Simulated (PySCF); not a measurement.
# Bonding in `C[C@H]1c2cc(O)cc(F)c21`

Species: C8H7FO.
Numbering: `[CH3:1][C@H:2]1[c:3]2[cH:4][c:5]([OH:6])[cH:7][c:8]([F:9])[c:10]21` (hydrogens: H11, H12, H13 on C1; H14 on C2; H15 on C4; H16 on O6; H17 on C7)

Cartesian coordinates in Å at the GFN2-xTB level; atoms count from 1:
```xyz
17
C8H7FO angstrom
C     -2.7200   -0.5839   -0.2143
C     -1.7102    0.3202    0.4519
C     -0.3348   -0.1649    0.7413
C      0.8328   -0.7312    1.1247
C      1.9464   -0.2840    0.3696
O      3.1568   -0.7994    0.7057
C      1.8161    0.6310   -0.6664
C      0.5667    1.1682   -1.0214
F      0.4939    2.0439   -2.0473
C     -0.4871    0.7530   -0.2856
H     -3.2561   -1.1629    0.5352
H     -2.2249   -1.2703   -0.8970
H     -3.4409    0.0086   -0.7744
H     -2.1478    1.0325    1.1482
H      0.9710   -1.4526    1.9126
H      3.8448   -0.4388    0.1333
H      2.6863    0.9430   -1.2260
```

Bond orders from the PBE0/pcSseg-1 density (PySCF). One conformer (not necessarily the lowest) at the GFN2-xTB geometry, without solvent, vibrations or thermal averaging.

Where do the orders between heavy atoms depart from those drawn in the SMILES?

The largest departure is 0.403, at C10–C3 (drawn aromatic, 1.097), counting aromatic bonds as 1.5. The bonds drawn aromatic range from 1.10 to 1.51.

Set the Mayer orders of the bonds beside their lengths.

| bond | drawn as | length (Å) | Mayer order |
| --- | --- | --- | --- |
| C1–C2 | single | 1.510 | 1.031 |
| C2–C3 | single | 1.487 | 0.925 |
| C3–C4 | aromatic | 1.353 | 1.488 |
| C4–C5 | aromatic | 1.418 | 1.328 |
| C5–O6 | single | 1.358 | 1.059 |
| C5–C7 | aromatic | 1.388 | 1.408 |
| C7–C8 | aromatic | 1.406 | 1.375 |
| C8–F9 | single | 1.351 | 0.891 |
| C8–C10 | aromatic | 1.351 | 1.513 |
| C10–C2 | single | 1.492 | 0.906 |
| C10–C3 | aromatic | 1.386 | 1.097 |
| C1–H11 | single | 1.088 | 0.959 |
| C1–H12 | single | 1.087 | 0.964 |
| C1–H13 | single | 1.088 | 0.960 |
| C2–H14 | single | 1.088 | 0.916 |
| C4–H15 | single | 1.077 | 0.965 |
| O6–H16 | single | 0.965 | 0.942 |
| C7–H17 | single | 1.081 | 0.934 |

By pair of heavy elements: C–C: lowest C10–C2 (0.906, 1.492 Å), highest C8–C10 (1.513, 1.351 Å); in 4 of the 36 pairs the longer bond (by over 0.003 Å) has the higher order (by 0.02 or more).

Sum the orders of all bonds at each heavy atom with more than one neighbour and set the sums beside the valence in the SMILES.

C1 3.914 (drawn 4), C2 3.778 (drawn 4), C3 3.510 (drawn 4), C4 3.781 (drawn 4), C5 3.795 (drawn 4), O6 2.001 (drawn 2), C7 3.717 (drawn 4), C8 3.779 (drawn 4), C10 3.516 (drawn 4). Orders between atoms that aren't bonded are not in these sums.

The Mayer order sums products of elements of PS (density times overlap matrix) between the two atoms' basis functions, so it depends on the basis set.

These values come from a run that also computed NMR shieldings. Time: 32 s wall. Hardware: one thread, x86-64 server (shared host).
